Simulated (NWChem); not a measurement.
## Lowest excitation of sulfur difluoride (F₂S)

SMILES: S(F)F
```xyz
3

F      1.2275     0.0000    -0.4916
S      0.0000     0.0000     0.5530
F     -1.2275     0.0000    -0.4916
```
Charge 0, spin multiplicity 1.

All runs are NWChem calculations. The geometry was optimised at PBE0/def2-SVP, a minimum by its harmonic frequencies.

Basis set: def2-SVPD.

| method | lowest vertical singlet excitation energy (eV) | relative cost | difference from EOM-CCSD |
|---|---|---|---|
| TD-PBE | 3.25 | 1 | -0.48 |
| CIS | 3.97 | under 3 | +0.25 |
| TD-B3LYP | 3.42 | under 3 | -0.31 |
| EOM-CCSD | 3.73 | under 3 | 0.00 |
| TDA-CAM-B3LYP | 3.47 | 3 | -0.25 |

The values span 0.72 eV, from TD-PBE (lowest) to CIS (highest). Relative cost: rough, from shared machines, SCF included, TD-PBE = 1.

The correlated methods keep 7 core orbitals frozen. B3LYP has NWChem's definition, with VWN1-RPA local correlation. GW and range-separated runs recompute their integrals, the others keep them in memory, which bears on the times. Differences from the coupled-cluster row are differences between methods, not errors against experiment.
